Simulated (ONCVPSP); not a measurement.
**cobalt (Co): one change to an ONCV potential, before and after**

```
Element                 : cobalt
Generator               : ONCVPSP 4.0.1
Type                    : optimised norm-conserving Vanderbilt (ONCV)
Functional              : PBE
Relativity              : scalar-relativistic
Frozen core             : [Ar]
Valence charge          : 9
Reference configuration : 3d7 4s2
Partial waves           : 4s: rc 2.25 bohr, ncon 4, nbas 8, qcut 2.9 1/bohr, 2 projectors, debl 3.5 Ha; p scattering state at 0.26 Ha: rc 2.00 bohr, ncon 4, nbas 8, qcut 4.6 1/bohr, 3 projectors, debl 0.4 Ha; 3d: rc 1.55 bohr, ncon 3, nbas 6, qcut 12.2 1/bohr, 3 projectors, debl 0.4 Ha
Local potential         : polynomial inside 1.00 bohr (lpopt 1, dvloc0 1 Ha)
Core correction         : polynomial model core, fcfact 0.65
```

Change: s: rc 2.9.

Cutoffs: the cutoffs (Ha) at which the residual kinetic energy of the hardest occupied pseudo-wave falls to 1 and 0.1 mHa per electron; they do not see the model core or the augmentation charge, which bear on the density cutoff. Errors are all-electron minus pseudo energies relative to the spin-unpolarised reference configuration.

What does the change do?

The potential gets neither clearly harder nor softer (45 Ha and 51 Ha → 45 Ha and 51 Ha); both files keep a bound ghost (p); of the 4 tests that both files solve, the error grows in 3 and shrinks in 1 by more than 15 % and 0.3 meV (median size 85.2 → 85.3 meV).

| quantity | base | changed |
| --- | --- | --- |
| cutoff, loose | 45 Ha | 45 Ha |
| cutoff, tight | 51 Ha | 51 Ha |
| loose cutoff by channel | s 4.4 Ha, d 45 Ha | s 3.2 Ha, d 45 Ha |
| bound ghosts | p | p |
| GHOST(+) flags under 300 eV | s at 39.9 eV, p at 151.7 eV | s at 50.8 eV, p at 151.7 eV |
| error for 3d7 4s1, meV [ΔE 9.03 eV] | -5.9 | -8.4 |
| error for 3d7 4s0, meV [ΔE 25.82 eV] | -38 | -77 |
| error for 3d6 4s0, meV [ΔE 61.69 eV] | -133 | -367 |
| error for 3d6 4s2 4p1, meV [ΔE 9.66 eV] | -149 | -94 |
| p: phases at 2.03 bohr within 0.05 rad from the reference energy up to (Ha; the scan ends near 5) | 4.2 | 4.2 |
| d: phases at 1.57 bohr within 0.05 rad from the reference energy up to (Ha; the scan ends near 5) | to the end of the scan | to the end of the scan |
| rms error of d²Exc/dni dnj with the model core, mHa | 1.87 | 1.86 |

 A true bound ghost makes a file unfit for plane-wave use even where its test errors are small: the radial tests pick states by their node count and pass the ghost by.
